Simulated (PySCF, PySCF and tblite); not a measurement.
A run on one conformer of C₆H₆O₂, numbered as in [CH3:1][c:2]1[cH:3][cH:4][cH:5][c:6](=[O:7])[o:8]1, from an ensemble study. The sound level was KT3/pcSseg-1 on GFN2-xTB geometries.

Input:

```
{"job": {"xc": "PBE", "basis": "pcSseg-1", "solvent": "cyclohexane", "grid": 3, "scf": {"aux": "sto-3g", "max_cycle": 73}, "kind": "nmr", "pop": false}, "charge": 0, "multiplicity": 1}
C      2.149694    -0.565783     0.003754
C      0.707433    -0.182355     0.000353
C      0.242776     1.088580     0.080948
C     -1.160877     1.301394     0.066322
C     -2.002837     0.247140    -0.026321
C     -1.497133    -1.103317    -0.111952
O     -2.149952    -2.112169    -0.197740
O     -0.118185    -1.231122    -0.091847
H      2.351254    -1.230614     0.842100
H      2.387391    -1.110751    -0.908353
H      2.781305     0.313501     0.077134
H      0.923158     1.918841     0.154328
H     -1.540063     2.310622     0.130347
H     -3.074641     0.355558    -0.041239
```

Command: OMP_NUM_THREADS=1 python ens_run.py task.json out

Output:

```
final grid: 171720 points
cycle   1  E = -388.4908008159  dE =  8.820e-01  |g| = 7.527e-01  |ddm| = 3.924e+00
cycle   2  E = -387.7681327377  dE =  7.227e-01  |g| = 1.890e+00  |ddm| = 2.525e+00
cycle   3  E = -388.5943736627  dE = -8.262e-01  |g| = 3.357e-01  |ddm| = 2.142e+00
cycle   4  E = -388.6138640326  dE = -1.949e-02  |g| = 1.773e-01  |ddm| = 4.071e-01
cycle   5  E = -388.6198165182  dE = -5.952e-03  |g| = 4.823e-02  |ddm| = 1.578e-01
cycle   6  E = -388.6203556467  dE = -5.391e-04  |g| = 1.996e-02  |ddm| = 6.633e-02
cycle   7  E = -388.6204661838  dE = -1.105e-04  |g| = 5.687e-03  |ddm| = 2.388e-02
cycle   8  E = -388.6204741335  dE = -7.950e-06  |g| = 1.432e-03  |ddm| = 5.508e-03
cycle   9  E = -388.6204745925  dE = -4.590e-07  |g| = 4.136e-04  |ddm| = 1.505e-03
cycle  10  E = -388.6204746209  dE = -2.837e-08  |g| = 2.292e-04  |ddm| = 4.974e-04
cycle  11  E = -388.6204746365  dE = -1.555e-08  |g| = 4.810e-05  |ddm| = 2.779e-04
cycle  12  E = -388.6204746370  dE = -5.078e-10  |g| = 2.222e-05  |ddm| = 6.013e-05
converged SCF energy = -388.6204746370

GIAO shielding tensors (ppm)
atom      isotropic    diamagn.    paramagn.     s11        s22        s33       span
  0 C      156.256     240.374     -84.118    149.519    154.890    164.359     14.840
  1 C       84.712     258.768    -174.055     27.818     87.366    138.953    111.135
  2 C      117.093     252.373    -135.280     49.752    128.568    172.960    123.208
  3 C      102.509     249.861    -147.352     31.386    105.367    170.774    139.389
  4 C      116.614     252.189    -135.575     61.995    124.911    162.935    100.940
  5 C       80.857     250.259    -169.402     15.530    101.129    125.913    110.383
  6 O       10.223     392.832    -382.609   -217.035    -48.007    295.711    512.746
  7 O       81.272     398.074    -316.802    -90.152     70.506    263.463    353.615
  8 H       33.972      33.163       0.808     30.786     32.286     38.843      8.057
  9 H       33.975      33.160       0.815     30.784     32.297     38.843      8.058
 10 H       34.509      34.641      -0.132     30.884     33.755     38.888      8.004
 11 H       31.160      40.478      -9.319     28.438     32.110     32.931      4.494
 12 H       30.384      36.369      -5.985     27.709     31.345     32.099      4.390
 13 H       31.434      36.147      -4.714     27.974     32.146     34.181      6.206
```

**Question.** What is wrong with this calculation?

**Answer.** The setting at fault: fitting basis far too small. (The functional and solvent model and integration grid also differ from the sound level's.) The calculation finished and met its thresholds.
